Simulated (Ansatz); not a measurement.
Geometry optimisation, Ansatz, RKS B3LYP-D4/def2-SVP.

The input (input.yaml):

```yaml
crystal:
  periodic: [false, false, false]
  atoms:
    - { symbol: "N", position_ang: [0.1649, -0.5693, -1.6407] }
    - { symbol: C, position_ang: [0.0957, 0.3638, -0.5146] }
    - { symbol: F, position_ang: [-0.035, 1.6577, -0.8879] }
    - { symbol: O, position_ang: [1.262, 0.1151, 0.3845] }
    - { symbol: C, position_ang: [0.3372, -0.2082, 1.5006] }
    - { symbol: C, position_ang: [-0.8786, 0.0193, 0.6158] }
    - { symbol: O, position_ang: [-2.0536, -0.0838, 0.7652] }
    - { symbol: H, position_ang: [-0.55947, -1.30295, -1.45566] }
    - { symbol: H, position_ang: [1.00661, -1.0631, -1.56528] }
    - { symbol: H, position_ang: [0.4763, -1.221, 1.8996] }
    - { symbol: H, position_ang: [0.4284, 0.5293, 2.3438] }
basis:
  gaussian: { orbitals: def2-SVP }
hamiltonian:
  xc: b3lyp
  dispersion: d4
relax:
  f_tol: 0.015
  max_steps: 40
```

Run as:

```bash
$ ansatz run input.yaml --threads 2 --pin off --max-ram 3072MiB --backend cpu --events-out ev --progress --plain --runs-dir out
```

Task: Where does it end, and by what steps?

Result: The forces met the threshold. After 24 steps the energy has fallen by 0.457 eV; H9 moved furthest, 1.02 Å.

```
step  energy less start (eV)  largest force component (eV/Å)  accepted
   0                  0.0000                           2.940       yes
   1                 -0.2639                           0.963       yes
   2                 -0.3346                           0.451       yes
   3                 -0.2947                           1.449        no
   4                 -0.3555                           0.179       yes
   5                 -0.2561                           1.896        no
   6                 -0.3599                           0.138       yes
   7                 -0.3616                           0.074       yes
   8                 -0.3620                           0.030       yes
   9                 -0.3622                           0.028       yes
  10                 -0.3636                           0.107       yes
  11                 -0.3586                           0.561        no
  12                 -0.3681                           0.192       yes
  13                 -0.3762                           0.371       yes
  14                 -0.3808                           0.793       yes
  15                 -0.4164                           0.428       yes
  16                 -0.4334                           0.487       yes
  17                 -0.4490                           0.284       yes
  18                 -0.4529                           0.172       yes
  19                 -0.4555                           0.076       yes
  20                 -0.4556                           0.216       yes
  21                 -0.4567                           0.026       yes
  22                 -0.4569                           0.018       yes
  23                 -0.4543                           0.264        no
  24                 -0.4569                           0.010       yes
```

```xyz
11
Properties=species:S:1:pos:R:3
N -0.017 -0.623 -1.624
C 0.113 0.150 -0.468
F 0.282 1.455 -0.841
O 1.137 -0.206 0.470
C 0.284 -0.155 1.631
C -0.919 0.025 0.699
O -2.104 0.008 0.791
H -0.043 -1.619 -1.425
H 0.721 -0.417 -2.297
H 0.301 -1.088 2.220
H 0.489 0.707 2.289
```

The run took 70 s on 2 threads of Intel(R) Xeon(R) Platinum 8488C (Sapphire Rapids), with other jobs on the host, peak memory 0.31 GiB.
